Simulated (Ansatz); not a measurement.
`FB1C=C1`, relaxed with RKS PBE-D4/def2-SVP in Ansatz from a rough embedded geometry. The force threshold is 0.03 eV/Å; the program also tests the step.

Total charge 0; spin multiplicity 1.

Start:

```xyz
6

F    -1.975    0.059    1.150
B    -0.733    0.026    0.387
C     0.737    0.047    0.343
C     0.150   -0.076   -0.834
H     1.698    0.107    0.910
H     0.124   -0.163   -1.956
```

```tsv
step	energy (eV)	largest force (eV/Å)	largest move (Å)
1	-5488.2575	3.944	0.000
2	-5488.6635	1.793	0.052
3	-5488.8373	1.084	0.105
4	-5488.8632	0.159	0.028
5	-5488.8643	0.105	0.010
6	-5488.8651	0.004	0.010
```

End:

```xyz
6

F    -1.950    0.058    1.090
B    -0.791    0.023    0.442
C     0.691    0.047    0.399
C     0.019   -0.068   -0.796
H     1.743    0.094    0.726
H     0.289   -0.154   -1.861
```

It took 4.2 s on 2 threads of an AMD EPYC 7B13 on a shared host, with 0.15 GiB of host memory at the peak.
